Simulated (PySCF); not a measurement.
## Calculated data, CH$_{9}$NSi$_{2}$, H$_{8}$N$_{2}$Si$_{2}$

Calculation on a computer-drawn molecule: the log of a Hartree-Fock and frozen-core CCSD(T) single point meant for a local Hartree-Fock minimum, with one planted fault or none, to be diagnosed. Offsets are logged minus clean, where the clean run is the same molecule without the fault. The reference is restricted for singlets and unrestricted otherwise, and also for a bond in bohr or an excited solution. Adding or removing an electron swaps singlet and doublet. The excited solution moves the top pair (singlet) or top alpha electron (doublet) to the lowest empty orbital. Highest occupied and lowest empty are orbital energies over both spins, largest force is the largest gradient component, triples share is (T) over the correlation energy, the T1 limit is 0.02 restricted and 0.045 unrestricted, electrons count all cores, a negative frequency is imaginary (commonest isotopes), and the dipole is about the centre of nuclear charge. Program: PySCF 2.14.0.

Common to all runs: meant charge 0; meant multiplicity 1; meant basis cc-pV(D+d)Z; logged SCF converged yes; possible faults no fault, one electron removed, one electron added, multiplicity raised by two, geometry at a saddle point, SCF held on an excited solution, minimal basis STO-3G, one bond length entered in bohr, all coordinates scaled.

```json
{"entry": 1, "formula": "CH9NSi2", "logged_structure": {"atoms_angstrom": [["N", -1.9112, 1.3887, -3.427], ["Si", -0.7698, 0.7591, -2.2985], ["C", -1.2538, 0.8893, -0.4794], ["Si", -0.0382, 0.2161, 0.7926], ["H", -2.7813, 0.9088, -3.5654], ["H", -2.0571, 2.38, -3.4769], ["H", -0.5754, -0.6732, -2.625], ["H", 0.4968, 1.5027, -2.4955], ["H", -1.4366, 1.9456, -0.2433], ["H", -2.2106, 0.3704, -0.3369], ["H", -0.568, 0.3951, 2.1666], ["H", 1.2622, 0.924, 0.7016], ["H", 0.2024, -1.2312, 0.5737]]}, "given": {"logged_electrons": 50, "logged_basis_functions": 37, "logged_spin_squared": 0.0, "logged_highest_occupied [eV]": -7.9159, "logged_lowest_empty [eV]": 12.552, "logged_largest_force [hartree/bohr]": 0.031637, "logged_T1_diagnostic": 0.0057947, "logged_D1_diagnostic": 0.024385, "logged_triples_share": 0.0091363, "logged_CC_converged": "yes", "logged_dipole_magnitude [debye]": 1.2189, "logged_SCF_stable_within_its_kind": "yes", "logged_energy_HF [hartree]": -667.62218, "logged_energy_CCSD(T) [hartree]": -667.86296, "drawn_bonds_atom": [1, 2, 3, 1, 1, 2, 2, 3, 3, 4, 4, 4], "drawn_bonds_other_atom": [2, 3, 4, 5, 6, 7, 8, 9, 10, 11, 12, 13], "drawn_bonds_order": [1, 1, 1, 1, 1, 1, 1, 1, 1, 1, 1, 1]}, "results": {"planted_fault": "minimal basis STO-3G", "HF_energy_offset_from_clean_run [kcal/mol]": 4924, "CCSD(T)_energy_offset_from_clean_run [kcal/mol]": 5153}}
{"entry": 2, "formula": "H8N2Si2", "logged_structure": {"atoms_angstrom": [["N", -2.5236, 0.4595, -0.2226], ["Si", -1.1801, 0.8016, -1.2342], ["N", -0.5744, -0.6986, -1.8366], ["Si", -1.4565, -2.1223, -2.2888], ["H", -3.2637, 1.1299, -0.1365], ["H", -2.4056, -0.0506, 0.6328], ["H", -0.0254, 1.4768, -0.5893], ["H", -1.7117, 1.7115, -2.2755], ["H", 0.422, -0.754, -1.9522], ["H", -2.6925, -1.7643, -3.0184], ["H", -1.8396, -2.9629, -1.129], ["H", -0.5836, -2.9356, -3.1686]]}, "given": {"logged_electrons": 50, "logged_basis_functions": 36, "logged_spin_squared": 0.0, "logged_highest_occupied [eV]": -7.5098, "logged_lowest_empty [eV]": 12.828, "logged_largest_force [hartree/bohr]": 0.025019, "logged_T1_diagnostic": 0.0079119, "logged_D1_diagnostic": 0.030086, "logged_triples_share": 0.01353, "logged_CC_converged": "yes", "logged_dipole_magnitude [debye]": 1.0406, "logged_SCF_stable_within_its_kind": "yes", "logged_energy_HF [hartree]": -683.38957, "logged_energy_CCSD(T) [hartree]": -683.6103, "drawn_bonds_atom": [1, 2, 3, 1, 1, 2, 2, 3, 4, 4, 4], "drawn_bonds_other_atom": [2, 3, 4, 5, 6, 7, 8, 9, 10, 11, 12], "drawn_bonds_order": [1, 1, 1, 1, 1, 1, 1, 1, 1, 1, 1]}, "results": {"planted_fault": "minimal basis STO-3G", "HF_energy_offset_from_clean_run [kcal/mol]": 5098, "CCSD(T)_energy_offset_from_clean_run [kcal/mol]": 5348}}
{"entry": 3, "formula": "H8N2Si2", "logged_structure": {"atoms_angstrom": [["N", -2.5236, 0.4595, -0.2226], ["Si", -1.1801, 0.8016, -1.2342], ["N", -0.5744, -0.6986, -1.8366], ["Si", -1.4565, -2.1223, -2.2888], ["H", -3.2637, 1.1299, -0.1365], ["H", -2.4056, -0.0506, 0.6328], ["H", -0.0254, 1.4768, -0.5893], ["H", -1.7117, 1.7115, -2.2755], ["H", 0.422, -0.754, -1.9522], ["H", -2.6925, -1.7643, -3.0184], ["H", -1.8396, -2.9629, -1.129], ["H", -0.5836, -2.9356, -3.1686]]}, "given": {"logged_electrons": 50, "logged_basis_functions": 114, "logged_spin_squared": 0.0, "logged_highest_occupied [eV]": -2.3125, "logged_lowest_empty [eV]": -4.6067, "logged_largest_force [hartree/bohr]": 0.10818, "logged_CC_converged": "no", "logged_dipole_magnitude [debye]": 3.8527, "logged_SCF_stable_within_its_kind": "no", "logged_energy_HF [hartree]": -690.87289, "drawn_bonds_atom": [1, 2, 3, 1, 1, 2, 2, 3, 4, 4, 4], "drawn_bonds_other_atom": [2, 3, 4, 5, 6, 7, 8, 9, 10, 11, 12], "drawn_bonds_order": [1, 1, 1, 1, 1, 1, 1, 1, 1, 1, 1]}, "results": {"planted_fault": "SCF held on an excited solution", "HF_energy_offset_from_clean_run [kcal/mol]": 402.5}, "notes": ["CCSD not converged"]}
{"entry": 4, "formula": "H8N2Si2", "logged_structure": {"atoms_angstrom": [["N", -2.5236, 0.4595, -0.2226], ["Si", -1.1801, 0.8016, -1.2342], ["N", -0.5744, -0.6986, -1.8366], ["Si", -1.4565, -2.1223, -2.2888], ["H", -3.2637, 1.1299, -0.1365], ["H", -2.4056, -0.0506, 0.6328], ["H", -0.0254, 1.4768, -0.5893], ["H", -1.7117, 1.7115, -2.2755], ["H", 0.422, -0.754, -1.9522], ["H", -2.6925, -1.7643, -3.0184], ["H", -1.8396, -2.9629, -1.129], ["H", -0.5836, -2.9356, -3.1686]]}, "given": {"logged_electrons": 49, "logged_basis_functions": 114, "logged_spin_squared": 0.7626, "logged_highest_occupied [eV]": -15.864, "logged_lowest_empty [eV]": -6.4556, "logged_largest_force [hartree/bohr]": 0.087445, "logged_T1_diagnostic": 0.036016, "logged_D1_diagnostic": 0.24276, "logged_triples_share": 0.02517, "logged_CC_converged": "yes", "logged_dipole_magnitude [debye]": 2.1813, "logged_SCF_stable_within_its_kind": "yes", "logged_energy_HF [hartree]": -691.20465, "logged_energy_CCSD(T) [hartree]": -691.79122, "drawn_bonds_atom": [1, 2, 3, 1, 1, 2, 2, 3, 4, 4, 4], "drawn_bonds_other_atom": [2, 3, 4, 5, 6, 7, 8, 9, 10, 11, 12], "drawn_bonds_order": [1, 1, 1, 1, 1, 1, 1, 1, 1, 1, 1]}, "results": {}}
```

**Q.** Which fault was planted in the run of H$_{8}$N$_{2}$Si$_{2}$ (entry 4)?
**A.** one electron removed

Further results for H$_{8}$N$_{2}$Si$_{2}$ (entry 4):

* HF energy offset from clean run: 194.3 kcal/mol
* CCSD(T) energy offset from clean run: 214.3 kcal/mol
